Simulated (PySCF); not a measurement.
Species: C5H10BF2NO.
Numbering: `[CH3:1][N:2]([CH3:3])[C:4](=[O:5])[CH2:6][CH2:7][B:8]([F:9])[F:10]` (hydrogens: H11, H12, H13 on C1; H14, H15, H16 on C3; H17, H18 on C6; H19, H20 on C7)

Geometry (PBE0-D3(BJ)/def2-SVP, Å), atoms numbered from 1 in this order:
```xyz
20
C5H10BF2NO angstrom
C     -2.7000   -0.2327   -0.9294
N     -1.5130    0.1799   -0.2223
C     -1.6926    1.2370    0.7367
C     -0.3278   -0.4447   -0.5017
O     -0.2466   -1.3251   -1.3399
C      0.9038    0.0095    0.2717
C      2.1237   -0.8332   -0.0584
B      3.4784   -0.2937    0.4885
F      4.5790   -1.0272    0.4784
F      3.6054    0.9355    0.9687
H     -2.4272   -1.0382   -1.6206
H     -3.4691   -0.5979   -0.2268
H     -3.1299    0.6083   -1.5007
H     -2.1371    2.1262    0.2560
H     -0.7419    1.5419    1.1852
H     -2.3715    0.9264    1.5513
H      1.0973    1.0710    0.0407
H      0.6952   -0.0222    1.3538
H      2.2220   -0.9200   -1.1564
H      1.9834   -1.8788    0.2614
```

All values: PBE0/pcSseg-1 (PySCF, non-relativistic), on one gas-phase PBE0-D3(BJ)/def2-SVP geometry that isn't relaxed in the solvent. The solvent is an IEF-PCM continuum (cavity from Bondi-type radii × 1.2). Only the electrostatic response of the medium enters.

Gas phase at PBE0/pcSseg-1: HOMO -7.04 eV, LUMO 0.30 eV, dipole 3.86 D.

Problem. What does the continuum do to the energy, the frontier levels and the dipole at PBE0/pcSseg-1 in cyclohexane and methanol?

Solution. 
```csv
solvent,ε,E(solvent) − E(gas) (kJ/mol),polarisation term (kJ/mol),distortion of the solute (kJ/mol),HOMO (eV),LUMO (eV),dipole (D)
cyclohexane,2.017,-12.95,-13.82,0.87,-6.96,0.34,4.30
methanol,32.61,-32.48,-38.56,6.08,-6.90,0.38,5.04
```

The first energy column is the sum of the next two and covers electrostatics alone. From cyclohexane to methanol the lowering changes by a factor 2.51, Onsager's factor (ε − 1)/(2ε + 1) by 2.36 and ε itself by 16.2.

Problem. Which radius a makes the point-dipole formula ΔE = −[(ε − 1)/(2ε + 1)]·μ²/a³ give the value in methanol, with the gas-phase dipole?

Solution. μ = 1.519 au and |ΔE| = 0.01237 Eh give a = 2.36 Å; the farthest nucleus lies 4.72 Å from the centroid of the nuclei, so such a sphere wouldn't even hold the nuclei. The formula assumes a rigid point dipole at the centre of a sphere.

Problem. Give the dipole vector in the frame of the coordinates (D, pointing from negative to positive charge), gas and methanol.

Solution. Gas (-2.75, 2.14, 1.65), solvent (-3.28, 2.99, 2.40). Its length changes by +31 % and its direction by 5°.

Problem. Which Hirshfeld charges (PBE0/pcSseg-1) respond most in cyclohexane (means over atoms taken as equivalent)?

Solution. 
| atoms | environment | gas (e) | solvent (e) | change |
| --- | --- | --- | --- | --- |
| O5 | amide oxygen | -0.276 | -0.294 | -0.018 |
| H17/H18 | methylene hydrogen | +0.043 | +0.047 | +0.004 |
| F9/F10 | boron-bound fluorine | -0.142 | -0.144 | -0.002 |
| H14/H15/H16 | methyl hydrogen | +0.048 | +0.050 | +0.002 |
| B8 | three-coordinate boron | +0.321 | +0.323 | +0.002 |
| N2 | amide nitrogen | -0.045 | -0.043 | +0.002 |
| C3 | N-methyl carbon | -0.058 | -0.056 | +0.002 |
| C6 | sp3 carbon next to a carbonyl | -0.075 | -0.075 | 0.000 |
| H11/H12/H13 | methyl hydrogen | +0.043 | +0.044 | +0.001 |
| C4 | amide carbonyl carbon | +0.174 | +0.174 | 0.000 |
| H19/H20 | methylene hydrogen | +0.051 | +0.051 | 0.000 |
| C1 | N-methyl carbon | -0.067 | -0.067 | 0.000 |

Problem. How do the nuclear quadrupole coupling constants eQVzz/h respond in cyclohexane?

Solution. 
| nucleus | Q (barn) | gas (MHz) | solvent (MHz) | η gas | η solvent |
| --- | --- | --- | --- | --- | --- |
| 14N at N2 | 0.02044 | -5.12 | -5.00 | 0.07 | 0.05 |
| 17O at O5 | -0.0256 | 9.54 | 9.39 | 0.06 | 0.10 |
| 11B at B8 | 0.04059 | 3.64 | 3.65 | 0.68 | 0.69 |
